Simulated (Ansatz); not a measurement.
Born–Oppenheimer molecular dynamics of ClH₃OZn (6 atoms, charge 0, multiplicity 1). It starts at the highest image of a converged band, a first-order saddle point between two minima.

The calculation used RKS BLYP-D4/def2-SVP (Ansatz 0.2.0).

| Quantity | Value |
| --- | --- |
| ensemble | NVE (velocity Verlet) |
| time step | 0.5 fs |
| steps asked | 200 |
| starting velocities drawn for | 300 K |
| seed | 7867 |

First frame:

```xyz
6
Properties=species:S:1:pos:R:3
Zn -0.773 -0.254 -0.172
Cl 0.299 -0.171 2.094
O -0.106 -0.400 -1.836
H 0.871 -0.455 -1.785
H -2.052 -0.110 0.912
H -1.216 -0.114 1.613
```

Problem. How far do the bonds stretch over the last three quarters of this one trajectory? (Pairs bonded in most of those frames.)

Solution. 
| bond | mean (Å) | spread (Å) | shortest | longest |
| --- | --- | --- | --- | --- |
| Zn1–Cl2 | 2.176 | 0.196 | 1.91 | 2.52 |
| Zn1–O3 | 1.819 | 0.063 | 1.71 | 1.90 |
| O3–H4 | 0.983 | 0.021 | 0.95 | 1.02 |
| H5–H6 | 0.774 | 0.023 | 0.74 | 0.83 |

Mean temperature of the second half: 2086 K. The conserved energy stayed within 0.16 meV per atom of its start (net change -0.0025 meV per atom), so the integration is sound. The kinetic energy rose, since the run started high on the potential surface and went downhill. It ends in pieces (ClHOZn + H2), so much of that is their flight and rotation, not heat. A run of 0.1 ps of so small a system gives no equilibrium averages. The orbitals stay closed-shell, which can raise the energy where a bond breaks towards radicals; this wasn't checked here.

Time of the run: 5.5 min on 1 thread of AMD EPYC 7R43 64-Core Processor (Zen 3), with other jobs on the host, peak memory 0.17 GiB.
